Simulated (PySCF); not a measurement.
PySCF input (TPSSh/def2-TZVPD):

```python
from pyscf import gto, scf, dft

mol = gto.M(
    atom='''
    F    -1.18052945   -0.44662393    0.00012778
    S     0.00107893    0.50509259   -0.00997059
    F     1.17861135   -0.45131845    0.01759770
    ''',
    basis='def2-tzvpd',
    charge=1,
    spin=1,
    verbose=4,
)

mf = dft.UKS(mol, xc='tpssh').density_fit(auxbasis='def2-universal-jkfit')
mf.grids.level = 3
mf.conv_tol = 1e-9
mf.max_cycle = 100
mf.max_memory = 1500
mf.kernel()
if not mf.converged:
    mf = mf.newton()
    mf.kernel(mf.make_rdm1())
for _ in range(2):
    mo, _, stable, _ = mf.stability(return_status=True)
    if stable:
        break
    mf.kernel(mf.make_rdm1(mo, mf.mo_occ))
mf.analyze()
```

Output:

```
PySCF version 2.14.0

[INPUT] verbose = 4
[INPUT] num. atoms = 3
[INPUT] num. electrons = 33
[INPUT] charge = 1
[INPUT] spin (= nelec alpha-beta = 2S) = 1
[INPUT] symmetry False subgroup None
[INPUT] Mole.unit = angstrom
[INPUT] Symbol           X                Y                Z      unit          X                Y                Z       unit  Magmom
[INPUT]  1 F     -1.180529450000  -0.446623930000   0.000127780000 AA   -2.230877342483  -0.843996908377   0.000241469204 Bohr   0.0
[INPUT]  2 S      0.001078930000   0.505092590000  -0.009970590000 AA    0.002038882208   0.954486662647  -0.018841684400 Bohr   0.0
[INPUT]  3 F      1.178611350000  -0.451318450000   0.017597700000 AA    2.227252658804  -0.852868265463   0.033254833422 Bohr   0.0

nuclear repulsion = 118.615030650774
number of shells = 44
number of NR pGTOs = 182
number of NR cGTOs = 126
basis = def2-tzvpd
ecp = {}

******** <class 'pyscf.df.df_jk.DFUKS'> ********
method = DFUKS
initial guess = minao
damping factor = 0
level_shift factor = 0
DIIS = <class 'pyscf.scf.diis.CDIIS'>
diis_start_cycle = 1
diis_space = 8
diis_damp = 0
SCF conv_tol = 1e-09
SCF conv_tol_grad = None
SCF max_cycles = 100
direct_scf = False
number electrons alpha = 17  beta = 16
XC library pyscf.dft.libxc version 7.1.2
    S. Lehtola, C. Steigemann, M. J. T. Oliveira, and M. A. L. Marques,  SoftwareX 7, 1–5 (2018)
XC functionals = tpssh
    V. N. Staroverov, G. E. Scuseria, J. Tao, and J. P. Perdew,  J. Chem. Phys. 119, 12129 (2003)
radial grids:
    Treutler-Ahlrichs [JCP 102, 346 (1995); DOI:10.1063/1.469408] (M4) radial grids

becke partition: Becke, JCP 88, 2547 (1988); DOI:10.1063/1.454033
pruning grids: <function nwchem_prune>
grids dens level: 3
symmetrized grids: False
atomic radii adjust function: <function treutler_atomic_radii_adjust>
small_rho_cutoff = 0
Set gradient conv threshold to 3.16228e-05
tot grids = 47408
******** <class 'pyscf.df.df.DF'> ********
auxbasis = def2-universal-jkfit
init E= -598.488266415942
  alpha nocc = 17  HOMO = -0.221410541625438  LUMO = -0.073386653856338
  beta  nocc = 16  HOMO = -0.4309118800996  LUMO = -0.221410541625431

WARN: HOMO -0.221410541625438 >= LUMO -0.221410541625431

cycle= 1 E= -597.478311742435  delta_E= 1.01  |g|= 0.507  |ddm|=  1.1
  alpha nocc = 17  HOMO = -0.628129980631684  LUMO = -0.426494921437505
[...]
  beta  nocc = 16  HOMO = -0.723469649742449  LUMO = -0.481084337752733
  HOMO = -0.591370578594  LUMO = -0.481084337753  gap/eV = 3.00104
Extra cycle  E= -597.579959914929  delta_E= 4.43e-10  |g|= 4.16e-05  |ddm|= 2.62e-05
converged SCF energy = -597.579959914929  <S^2> = 0.75638309  2S+1 = 2.0063729
uhf_internal: lowest eigs of H = [0.33150889 0.35335384 0.42192953]
<class 'pyscf.df.df_jk.DFUKS'> wavefunction is stable in the internal stability analysis
**** SCF Summaries ****
Total Energy =                        -597.579959914929418
Nuclear Repulsion Energy =             118.615030650773505
One-electron Energy =                -1052.228361854100967
Two-electron Energy =                  336.033371288398030
Two-electron Coulomb Energy =          382.347321394670303
DFT Exchange-Correlation Energy =      -46.313950106272301
HOMO-LUMO gap [eV] =                     3.001041472237095
**** MO energy ****
                             alpha | beta                alpha | beta
MO #1   energy= -89.2436671448314  | -89.2379612385688  occ= 1 | 1
MO #2   energy= -24.990846966454   | -24.9860332715229  occ= 1 | 1
MO #3   energy= -24.9908223508881  | -24.9860086022385  occ= 1 | 1
MO #4   energy= -8.36916742083993  | -8.36435059168207  occ= 1 | 1
MO #5   energy= -6.32067235296961  | -6.3177326950911   occ= 1 | 1
MO #6   energy= -6.31781972337946  | -6.31242527320434  occ= 1 | 1
MO #7   energy= -6.314856220897    | -6.30083059836574  occ= 1 | 1
MO #8   energy= -1.60712770599037  | -1.5979800696692   occ= 1 | 1
MO #9   energy= -1.55636184453884  | -1.54810892632692  occ= 1 | 1
MO #10  energy= -1.05914464774018  | -1.03162334375652  occ= 1 | 1
MO #11  energy= -0.887349801281665 | -0.882121059847029 occ= 1 | 1
MO #12  energy= -0.845825795622931 | -0.836530083870515 occ= 1 | 1
MO #13  energy= -0.84406784394075  | -0.810093996309752 occ= 1 | 1
MO #14  energy= -0.779411537272121 | -0.753727620981747 occ= 1 | 1
MO #15  energy= -0.751821607551439 | -0.749214870510352 occ= 1 | 1
MO #16  energy= -0.739026141078066 | -0.723469649742449 occ= 1 | 1
MO #17  energy= -0.591370578594393 | -0.481084337752733 occ= 1 | 0
MO #18  energy= -0.368343143009124 | -0.357115713152912 occ= 0 | 0
MO #19  energy= -0.343277959519367 | -0.317280195814657 occ= 0 | 0
MO #20  energy= -0.169466751257882 | -0.16233421997235  occ= 0 | 0
MO #21  energy= -0.126133757498945 | -0.114660420417594 occ= 0 | 0
MO #22  energy= -0.112982600573885 | -0.110174186539177 occ= 0 | 0
MO #23  energy= -0.107536065577385 | -0.105795415778302 occ= 0 | 0
MO #24  energy= -0.0953527584513853 | -0.0769432135789857 occ= 0 | 0
MO #25  energy= -0.0817410679056347 | -0.0671053333870043 occ= 0 | 0
MO #26  energy= -0.0803020605866347 | -0.0635495119365224 occ= 0 | 0
MO #27  energy= -0.0525595677013019 | -0.0506259047183848 occ= 0 | 0
MO #28  energy= -0.0500552460161965 | -0.0490609315946501 occ= 0 | 0
MO #29  energy= -0.00654081295169251 | 0.00449475101976571 occ= 0 | 0
MO #30  energy= -0.000932380778882302 | 0.00585680181773063 occ= 0 | 0
MO #31  energy= 0.00771363079251958 | 0.0107528175542593 occ= 0 | 0
MO #32  energy= 0.0183760163172861 | 0.0230263960999868 occ= 0 | 0
MO #33  energy= 0.0276463248545168 | 0.0283194449793128 occ= 0 | 0
MO #34  energy= 0.0634795066917882 | 0.0660962515604208 occ= 0 | 0
MO #35  energy= 0.0791827216972045 | 0.081340531762481  occ= 0 | 0
MO #36  energy= 0.100869201783638  | 0.102516916227566  occ= 0 | 0
MO #37  energy= 0.133330557834616  | 0.157850072876205  occ= 0 | 0
MO #38  energy= 0.164900670454709  | 0.173108054455192  occ= 0 | 0
MO #39  energy= 0.178252754181404  | 0.188470525091103  occ= 0 | 0
MO #40  energy= 0.182371863380043  | 0.203666293741178  occ= 0 | 0
MO #41  energy= 0.185747767195268  | 0.204063288348457  occ= 0 | 0
MO #42  energy= 0.215954124992899  | 0.220140520790185  occ= 0 | 0
MO #43  energy= 0.219137424172412  | 0.236375804488969  occ= 0 | 0
MO #44  energy= 0.228935969133081  | 0.240826714567918  occ= 0 | 0
MO #45  energy= 0.280339554562141  | 0.284064560091335  occ= 0 | 0
MO #46  energy= 0.33736179037221   | 0.340110374651164  occ= 0 | 0
MO #47  energy= 0.374601758991385  | 0.387467913958274  occ= 0 | 0
MO #48  energy= 0.398375197337877  | 0.401703100481229  occ= 0 | 0
MO #49  energy= 0.415192787162362  | 0.419954233775201  occ= 0 | 0
MO #50  energy= 0.426278279567067  | 0.427136481619942  occ= 0 | 0
MO #51  energy= 0.4266937594735    | 0.432423610976132  occ= 0 | 0
MO #52  energy= 0.446748306124279  | 0.451185243692218  occ= 0 | 0
MO #53  energy= 0.457459822547607  | 0.459801788806228  occ= 0 | 0
MO #54  energy= 0.518470912360293  | 0.52241107651146   occ= 0 | 0
MO #55  energy= 0.606877279287158  | 0.620327046950312  occ= 0 | 0
MO #56  energy= 0.624441094969445  | 0.633058047634605  occ= 0 | 0
MO #57  energy= 0.643670514931315  | 0.653625738585687  occ= 0 | 0
MO #58  energy= 0.704145620124971  | 0.708203660454915  occ= 0 | 0
MO #59  energy= 0.755917427938567  | 0.757478926929732  occ= 0 | 0
MO #60  energy= 0.787757974523878  | 0.792487104196516  occ= 0 | 0
MO #61  energy= 0.800340736708734  | 0.803248053241858  occ= 0 | 0
MO #62  energy= 0.88649466429468   | 0.891095608428614  occ= 0 | 0
MO #63  energy= 0.958649306616202  | 0.961880396183318  occ= 0 | 0
MO #64  energy= 1.1786045312197    | 1.20045019626721   occ= 0 | 0
MO #65  energy= 1.18531728727308   | 1.21691728514375   occ= 0 | 0
MO #66  energy= 1.19196943170275   | 1.22239470543742   occ= 0 | 0
MO #67  energy= 1.2127703698191    | 1.22295823073354   occ= 0 | 0
MO #68  energy= 1.24646807857375   | 1.26369582637263   occ= 0 | 0
MO #69  energy= 1.2986576673548    | 1.32011030037535   occ= 0 | 0
MO #70  energy= 1.38028400395566   | 1.39112904940956   occ= 0 | 0
MO #71  energy= 1.41824237667808   | 1.45398814801424   occ= 0 | 0
MO #72  energy= 1.47345566258814   | 1.49074204129731   occ= 0 | 0
MO #73  energy= 1.49238693385201   | 1.50955498766787   occ= 0 | 0
MO #74  energy= 1.57337172305546   | 1.6012136313994    occ= 0 | 0
MO #75  energy= 1.62653917177101   | 1.646715425634     occ= 0 | 0
MO #76  energy= 1.66553972535347   | 1.67558953222856   occ= 0 | 0
MO #77  energy= 1.91076909143887   | 1.91816399893941   occ= 0 | 0
MO #78  energy= 1.91725873388693   | 1.92727122036369   occ= 0 | 0
MO #79  energy= 1.92023254273405   | 1.92899722922959   occ= 0 | 0
MO #80  energy= 1.95735200334246   | 1.96824867019931   occ= 0 | 0
MO #81  energy= 2.08169242778924   | 2.09350368330261   occ= 0 | 0
MO #82  energy= 2.2272583662185    | 2.23821822355026   occ= 0 | 0
MO #83  energy= 2.2768292927877    | 2.29579333475386   occ= 0 | 0
MO #84  energy= 2.33406967163115   | 2.35140072590047   occ= 0 | 0
MO #85  energy= 2.35629292721455   | 2.36125865791116   occ= 0 | 0
MO #86  energy= 2.41758642664622   | 2.42325372833202   occ= 0 | 0
MO #87  energy= 2.54020814615578   | 2.54783745596387   occ= 0 | 0
MO #88  energy= 2.72656880788067   | 2.73258746131994   occ= 0 | 0
MO #89  energy= 3.01388578102517   | 3.03209479934491   occ= 0 | 0
MO #90  energy= 3.03849299710311   | 3.05741572999892   occ= 0 | 0
MO #91  energy= 3.15400370065617   | 3.15840953931427   occ= 0 | 0
MO #92  energy= 3.16532604479631   | 3.17013368049085   occ= 0 | 0
MO #93  energy= 3.49920759358606   | 3.50534518129897   occ= 0 | 0
MO #94  energy= 3.59185906488405   | 3.59819974546146   occ= 0 | 0
MO #95  energy= 3.89492897384562   | 3.90425874420316   occ= 0 | 0
MO #96  energy= 4.09076074700459   | 4.10182471651137   occ= 0 | 0
MO #97  energy= 6.51092137757421   | 6.5189471671538    occ= 0 | 0
MO #98  energy= 6.53766539125795   | 6.54719100874837   occ= 0 | 0
MO #99  energy= 6.53897498239062   | 6.54772556425767   occ= 0 | 0
MO #100 energy= 6.53964700201595   | 6.54923520168731   occ= 0 | 0
MO #101 energy= 6.53985239462532   | 6.54978956881223   occ= 0 | 0
MO #102 energy= 6.5508048506345    | 6.55942703979969   occ= 0 | 0
MO #103 energy= 6.55623872634813   | 6.56373009307208   occ= 0 | 0
MO #104 energy= 6.59968480929471   | 6.60735326711441   occ= 0 | 0
[...]
```
